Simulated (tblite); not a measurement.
A tight-binding relaxation on `C#CC[C@H](C)C(F)=C(F)F`.

Computed with GFN2-xTB geometry optimisation, gas phase (tblite 0.8.0). Start geometry: from a force field or distance geometry. The command runs a driver script over a list of jobs; the input below is this job's line of settings and its coordinates in Å.

Command:
```bash
OMP_NUM_THREADS=1 python probes_run.py task.json out
```

Input:
```
{"job": {"kind": "relax", "xc": "GFN2-xTB", "basis": "xTB"}, "charge": 0, "multiplicity": 1}
C      2.374800     1.556600     1.299600
C      1.846000     0.598600     0.796400
C      1.229100    -0.594300     0.201500
C     -0.314100    -0.460900     0.143400
C     -0.939500    -1.810900    -0.235200
C     -0.752100     0.591900    -0.831800
F     -0.425900     0.423000    -2.138000
C     -1.423700     1.695800    -0.486100
F     -1.776400     1.908400     0.795200
F     -1.782100     2.583700    -1.435400
H      2.821100     2.415400     1.735700
H      1.495200    -1.475200     0.790800
H      1.620000    -0.746900    -0.799300
H     -0.673700    -0.220000     1.155000
H     -0.597000    -2.131300    -1.227000
H     -2.034200    -1.738400    -0.260800
H     -0.674600    -2.583500     0.486100
```

Output:
```
step      E/eV     max force
  0    -888.50714    1.231
  1    -888.57013    0.952
  2    -888.59731    2.619
  3    -888.63945    1.186
  4    -888.65405    0.624
  5    -888.66212    0.261
  6    -888.66834    0.211
  7    -888.67127    0.212
  8    -888.67295    0.105
  9    -888.67377    0.089
... (56 lines left out)
 66    -888.68310    0.024
 67    -888.68318    0.021
 68    -888.68326    0.021
 69    -888.68333    0.021
 70    -888.68340    0.027
 71    -888.68348    0.026
 72    -888.68353    0.018
 73    -888.68356    0.013
 74    -888.68357    0.012
 75    -888.68358    0.010
```

«max force» is the largest atomic force in eV/Å.

Question: From which step on does the largest force stay under 0.1 eV/Å, and how much energy is left to gain from there?

Answer: From step 9 (0.089 eV/Å), 9.8 meV above the end.

In short: energy lowered by 4.1 kcal/mol over 75 steps; largest atomic force 0.010 eV/Å at the end.

Question: Give the final coordinates.

Answer: 0.128 Å rms from the input after alignment:
```
atom  x, y, z in Å
C1     2.2417    1.6221    1.1719
C2     1.7960    0.5940    0.7534
C3     1.2114   -0.6298    0.2437
C4    -0.3255   -0.5244    0.1802
C5    -0.9448   -1.8432   -0.2854
C6    -0.7025    0.5767   -0.7658
F7    -0.3574    0.3822   -2.0543
C8    -1.3182    1.7043   -0.4399
F9    -1.7030    1.9889    0.8006
F10   -1.6515    2.6846   -1.2682
H11    2.6528    2.5138    1.5409
H12    1.4882   -1.4609    0.8969
H13    1.6064   -0.8301   -0.7561
H14   -0.7067   -0.2602    1.1705
H15   -0.6046   -2.0886   -1.2890
H16   -2.0297   -1.7695   -0.2963
H17   -0.6596   -2.6479    0.3871
```
Labels such as C1 count atoms from 1, the log's own numbers from 0.
